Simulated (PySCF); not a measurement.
Computed with delta-SCF UKS SCAN, pcX-2 on the ionised atom, pcseg-1 elsewhere, spin-free X2C (PySCF). Geometries: GFN2-xTB; isolated species, one conformer each. Kα1 is taken as the energy difference of the 1s-hole and 2p3/2-hole states at the ground state's geometry. The 2p values aren't plain energy differences: one relaxed spin-free 2p hole is combined with a matrix within the shell (ground-state 2p orbital-energy differences and spin–orbit coupling). 2p3/2, the mean of its two sublevels, lies a third of the splitting below the shell's mean and 2p1/2 two thirds above it; the statistical areas are 2:1.

```json
{"site": "chlorine in `C#CCS(=O)(=O)Cl`", "Cl 2p3/2 (eV)": "206.48"}
{"site": "chlorine in `C(C#C)Cl`", "Cl 2p3/2 (eV)": "206.03"}
{"site": "chlorine in `Clc1ncc[n-]1`", "Cl 2p3/2 (eV)": "201.35"}
```

Task: What are the Cl 1s binding energies, and the Kα1 emission energies that follow?

Result: 
| site | bonded to | 1s (eV) | 2p3/2 (eV) | Kα1 = 1s − 2p3/2 (eV) |
| --- | --- | --- | --- | --- |
| chlorine in `Clc1ncc[n-]1` | C | 2823.95 | 201.35 | 2622.60 |
| chlorine in `C(C#C)Cl` | C | 2828.62 | 206.03 | 2622.59 |
| chlorine in `C#CCS(=O)(=O)Cl` | S | 2829.07 | 206.48 | 2622.59 |

Ranges: 1s 5.12 eV, 2p3/2 5.13 eV, Kα1 0.01 eV. A straight-line fit of 1s on 2p3/2 has slope 1.00.
